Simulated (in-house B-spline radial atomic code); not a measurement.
Configurations of C III (C2+), with energies counted from [He] 2s2. All numbers are computed (Dirac-Hartree-Fock, average of configuration; Fermi nucleus of rms radius 2.4702 fm) with an all-electron radial atomic-structure program (B-spline basis), not measured. Energies include first-order Breit, QED and recoil terms.

| configuration | E - E(ref) (eV) | highest orbital | its <r> (bohr) |
| --- | --- | --- | --- |
| [He] 2s1 3p1 | 30.481 | 3p3/2 | 3.694 |
| [He] 2s1 3d1 | 31.857 | 3d5/2 | 3.363 |
| [He] 2s1 4p1 | 37.467 | 4p3/2 | 7.038 |
| [He] 2s1 4d1 | 37.987 | 4d5/2 | 6.824 |
| [He] 2s1 5f1 | 40.892 | 5f7/2 | 10.48 |
| [He] 2s1 6p1 | 42.203 | 6p3/2 | 16.72 |
| [He] 2s1 6g1 | 42.394 | 6g9/2 | 14.67 |

Order these further configurations by energy, lowest first.
A. [He] 2s1 6d1
B. [He] 2s1 6f1
C. [He] 2s1 4f1
D. [He] 2s1 5d1
E. [He] 2s1 2p1

E (6.6205 eV), C (38.135 eV), D (40.816 eV), A (42.346 eV), B (42.39 eV).

How far above the reference does [He] 2s1 5g1 lie?

40.898 eV; its least bound orbital is 5g9/2 with <r> = 9.166 bohr.

How far above the reference does [He] 2s1 5p1 lie?

40.562 eV; its least bound orbital is 5p3/2 with <r> = 11.38 bohr.
